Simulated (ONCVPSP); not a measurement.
**indium: excitation energies, all-electron against ONCV**

indium (In), optimised norm-conserving Vanderbilt (ONCV), made with ONCVPSP 4.0.1 (PBE, scalar-relativistic). Core [Kr], reference 4d10 5s1.5 5p1.5. Waves: 5s: rc 2.05 bohr, ncon 3, nbas 7, qcut 2.6 1/bohr, 3 projectors, debl 2.9 Ha; 5p: rc 3.05 bohr, ncon 4, nbas 7, qcut 2.3 1/bohr, 2 projectors, debl 3.4 Ha; 4d: rc 1.10 bohr, ncon 5, nbas 9, qcut 10.2 1/bohr, 2 projectors, debl 2.7 Ha. Local part: polynomial inside 0.70 bohr (lpopt 5, dvloc0 6 Ha). Core correction: Teter function, fcfact 4.5, rcfact 1.45.

Energies are relative to the spin-unpolarised reference configuration 4d10 5s1.5 5p1.5; without spin polarisation the order of configurations can differ from experiment.

| valence configuration | charge | ΔE all-electron (eV) | error AE − PS (meV) |
| --- | --- | --- | --- |
| 4d10 5s2 5p1 | 0 | -2.885 | +0.7 |
| 4d10 5s2 5p0 | +1 | 2.479 | -0.4 |

Task: What are ΔE and the potential's error for 4d10 5s1 5p0?

Result: ΔE = 21.714 eV all-electron; the error (AE − PS) is -16 meV.

Task: What are ΔE and the potential's error for 4d10 5s2 5p0.5?

Result: ΔE = -0.944 eV all-electron; the error (AE − PS) is +0.7 meV.

Levels in the configuration 4d10 5s2 5p0.5:

```json
{"level": "4d", "all-electron (eV)": "-22.111", "pseudo (eV)": "-22.113"}
{"level": "5s", "all-electron (eV)": "-11.394", "pseudo (eV)": "-11.398"}
{"level": "5p", "all-electron (eV)": "-5.310", "pseudo (eV)": "-5.309"}
```

Note: ghosts flagged at negative energy: s at -222.8 eV, p at -115.0 eV; GHOST(+) flagged for s at 221.2 eV. A true bound ghost makes a file unfit for plane-wave use.
